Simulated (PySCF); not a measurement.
Write Cartesian coordinates for InChI=1S/C2H10Ge2OSi/c1-2-3-4-5-6/h2H,1,3-4H2,6H3 as optimised with PBE0-D3(BJ)/def2-SVP.

```
atom  x, y, z in Å
C1    -2.0902   -0.7212   -0.2647
C2    -2.1378    0.4565    0.3646
Ge3   -0.6441    1.6951    0.4595
Ge4    1.1010    0.9567   -1.0606
O5     1.3667   -0.7919   -0.7580
Si6    1.8102   -1.6603    0.5824
H7    -2.9575   -1.3906   -0.2920
H8    -1.1866   -1.0776   -0.7724
H9    -3.0683    0.7556    0.8637
H10   -1.1097    3.1158    0.0754
H11   -0.0853    1.7656    1.8964
H12    2.4485    1.6798   -0.8413
H13    0.7006    1.0374   -2.5439
H14    3.1617   -1.2418    1.0729
H15    1.8452   -3.1049    0.2161
H16    0.8304   -1.4565    1.6972
```

Any rigid rotation of these coordinates is as good. Atoms count from 1 in this order. Of the pairs four or more bonds apart, O5···H8 is among the closest relative to their van der Waals radii: 2.57 Å, 94 % of the sum of Bondi's values. Ge3 (germanium bonded to C, Ge and 2 H) is tetrahedral (angles from 107.4° to 110.7°). Ge4 (germanium bonded to Ge, O and 2 H) is distorted tetrahedral (angles from 104.6° to 113.6°). Si6 (oxygen-bound silicon) is tetrahedral (angles from 108.0° to 111.1°).

Bonds between heavy atoms (Å): C1=C2 1.336, C2–Ge3 1.943, Ge3–Ge4 2.429, Ge4–O5 1.794, O5–Si6 1.658.

Method: PySCF, PBE0-D3(BJ)/def2-SVP geometry optimisation, gas phase.

Point group: C1 (no symmetry element, even within 0.4 Å). Not checked by PBE0-D3(BJ)/def2-SVP frequencies. The numbers are those of one conformer (C1–C2–Ge3–Ge4 10°, C2–Ge3–Ge4–O5 -49°, Ge3–Ge4–O5–Si6 -59°).

On one thread of an Intel Xeon Platinum 8375C at 2.90 GHz, shared host with 96 logical CPUs at a one-minute load of 43, this took 7.4 min of wall time and 0.80 GiB of memory at its peak. These figures are those of the optimisation.
